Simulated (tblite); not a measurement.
Compound: C₄H₉ClO₂Si.
SMILES with atom numbers: `[CH3:1][C@:2]([SiH3:3])([Cl:4])[CH2:5][C:6](=[O:7])[OH:8]` (hydrogens: H9, H10, H11 on C1; H12, H13, H14 on Si3; H15, H16 on C5; H17 on O8)

Computed with GFN2-xTB (tblite), gas phase: L-BFGS steps from a force-field or distance-geometry start until the largest atomic force falls under 0.01 eV/Å.

Step 16: E = -750.5608 eV
```
atom  x, y, z in Å  |  force x, y, z in eV/Å
C1     -0.2268   -1.5801   -0.8000    0.033  -0.040  -0.014
C2     -0.5941   -0.1251   -0.5941    0.056  -0.030  -0.007
Si3    -1.6119    0.1869    1.0023   -0.017   0.009  -0.005
Cl4    -1.7238    0.3486   -1.9302   -0.044   0.008  -0.013
C5      0.6234    0.7880   -0.7399    0.038   0.009   0.001
C6      1.6452    0.5376    0.3409    0.008   0.004  -0.020
O7      2.3577   -0.4243    0.4360   -0.021  -0.010   0.014
O8      1.6838    1.5461    1.2199   -0.018   0.010   0.008
H9      0.3981   -1.9225    0.0218    0.022   0.022   0.004
H10     0.3325   -1.7164   -1.7251   -0.037  -0.008  -0.019
H11    -1.1187   -2.2010   -0.8363   -0.010   0.008  -0.001
H12    -2.7837   -0.6798    0.9178    0.007   0.009   0.014
H13    -1.9812    1.5984    1.0114    0.014   0.004   0.016
H14    -0.7804   -0.1656    2.1535   -0.002   0.001   0.013
H15     0.3167    1.8318   -0.6810   -0.022   0.026  -0.014
H16     1.0995    0.6053   -1.7077    0.009  -0.012   0.007
H17     2.3567    1.3841    1.9008   -0.016  -0.009   0.016
```

Step 17: E = -750.5612 eV
```
atom  x, y, z in Å  |  force x, y, z in eV/Å
C1     -0.2269   -1.5810   -0.8006    0.031  -0.022  -0.008
C2     -0.5923   -0.1257   -0.5949    0.022  -0.016   0.020
Si3    -1.6111    0.1871    1.0014   -0.003   0.004   0.006
Cl4    -1.7259    0.3493   -1.9272   -0.038   0.008  -0.021
C5      0.6248    0.7882   -0.7406    0.009   0.006  -0.008
C6      1.6446    0.5383    0.3408    0.010  -0.010  -0.012
O7      2.3554   -0.4246    0.4379   -0.012  -0.008   0.018
O8      1.6816    1.5468    1.2200   -0.006   0.003   0.005
H9      0.3994   -1.9207    0.0208    0.030   0.009   0.007
H10     0.3305   -1.7164   -1.7263   -0.026  -0.021  -0.034
H11    -1.1184   -2.2029   -0.8345   -0.008   0.017  -0.002
H12    -2.7825   -0.6807    0.9168    0.012   0.016   0.014
H13    -1.9782    1.5996    1.0106    0.013  -0.005   0.015
H14    -0.7799   -0.1657    2.1541   -0.012   0.005  -0.001
H15     0.3183    1.8319   -0.6805   -0.030   0.026  -0.022
H16     1.0995    0.6055   -1.7086    0.023  -0.011  -0.003
H17     2.3541    1.3831    1.9007   -0.016  -0.002   0.024
```

Step 18: E = -750.5615 eV
```
atom  x, y, z in Å  |  force x, y, z in eV/Å
C1     -0.2264   -1.5821   -0.8012    0.020   0.002  -0.002
C2     -0.5905   -0.1265   -0.5952   -0.012   0.002   0.027
Si3    -1.6104    0.1874    1.0009    0.013   0.000   0.011
Cl4    -1.7283    0.3500   -1.9252   -0.020   0.003  -0.015
C5      0.6261    0.7885   -0.7413   -0.018   0.004  -0.015
C6      1.6443    0.5388    0.3407    0.006  -0.014   0.000
O7      2.3534   -0.4252    0.4397   -0.004  -0.005   0.018
O8      1.6797    1.5472    1.2201    0.006  -0.005   0.002
H9      0.4011   -1.9191    0.0201    0.035  -0.004   0.003
H10     0.3284   -1.7169   -1.7280   -0.014  -0.031  -0.043
H11    -1.1183   -2.2040   -0.8330   -0.001   0.023   0.001
H12    -2.7814   -0.6811    0.9162    0.012   0.019   0.013
H13    -1.9755    1.6005    1.0102    0.012  -0.009   0.014
H14    -0.7798   -0.1656    2.1547   -0.018   0.007  -0.009
H15     0.3190    1.8324   -0.6805   -0.029   0.014  -0.027
H16     1.0999    0.6054   -1.7093    0.031  -0.008  -0.009
H17     2.3516    1.3822    1.9012   -0.018   0.002   0.029
```

Step 19: E = -750.5619 eV
```
atom  x, y, z in Å  |  force x, y, z in eV/Å
C1     -0.2255   -1.5833   -0.8019    0.005   0.026   0.003
C2     -0.5886   -0.1274   -0.5952   -0.039   0.020   0.016
Si3    -1.6095    0.1877    1.0005    0.027  -0.004   0.011
Cl4    -1.7313    0.3508   -1.9232    0.002  -0.006  -0.001
C5      0.6272    0.7890   -0.7424   -0.035   0.002  -0.018
C6      1.6439    0.5391    0.3405   -0.002  -0.012   0.014
O7      2.3512   -0.4259    0.4421    0.002  -0.002   0.014
O8      1.6777    1.5475    1.2202    0.015  -0.011  -0.002
H9      0.4037   -1.9173    0.0194    0.035  -0.017  -0.009
H10     0.3258   -1.7179   -1.7306   -0.004  -0.035  -0.039
H11    -1.1181   -2.2046   -0.8313    0.009   0.025   0.007
H12    -2.7798   -0.6811    0.9158    0.006   0.018   0.012
H13    -1.9722    1.6012    1.0101    0.009  -0.008   0.013
H14    -0.7799   -0.1655    2.1551   -0.017   0.007  -0.008
H15     0.3192    1.8332   -0.6811   -0.023  -0.005  -0.033
H16     1.1009    0.6051   -1.7102    0.031  -0.003  -0.009
H17     2.3484    1.3814    1.9023   -0.020   0.006   0.031
```

Problem. Estimate the geometry and energy of step 20. (The exact step hangs on the optimiser's Hessian estimate; all steps are aligned on step 19, rigid shifts and turns removed.)

Solution. E = -750.5624 eV, largest force 0.061 eV/Å
```
atom  x, y, z in Å  |  force x, y, z in eV/Å
C1     -0.2242   -1.5843   -0.8028   -0.009   0.044   0.004
C2     -0.5870   -0.1282   -0.5950   -0.051   0.032  -0.011
Si3    -1.6080    0.1881    1.0003    0.033  -0.005   0.006
Cl4    -1.7348    0.3516   -1.9206    0.024  -0.016   0.013
C5      0.6280    0.7896   -0.7441   -0.038  -0.003  -0.014
C6      1.6433    0.5393    0.3404   -0.013  -0.007   0.024
O7      2.3483   -0.4270    0.4453    0.004   0.000   0.007
O8      1.6756    1.5477    1.2204    0.020  -0.013  -0.006
H9      0.4076   -1.9154    0.0182    0.030  -0.026  -0.031
H10     0.3224   -1.7199   -1.7345    0.000  -0.032  -0.022
H11    -1.1178   -2.2049   -0.8290    0.020   0.025   0.015
H12    -2.7777   -0.6807    0.9155   -0.003   0.015   0.011
H13    -1.9680    1.6019    1.0101    0.005  -0.003   0.011
H14    -0.7804   -0.1651    2.1555   -0.008   0.003   0.003
H15     0.3189    1.8340   -0.6824   -0.014  -0.026  -0.039
H16     1.1026    0.6046   -1.7115    0.022   0.003  -0.002
H17     2.3441    1.3806    1.9044   -0.022   0.007   0.029
```

The energy changes by -0.0005 eV. The first-order estimate −F·Δx gives -0.0006 eV and the mean of the old and new forces, exact on a quadratic surface, -0.0005 eV. The step makes an angle of 69° with the force vector and moves no atom by more than 0.006 Å.

What follows is the cost of the whole relaxation. On one thread of an Arm Neoverse N1, shared host with 64 logical CPUs at a one-minute load of 62, this took 2.0 s of wall time.
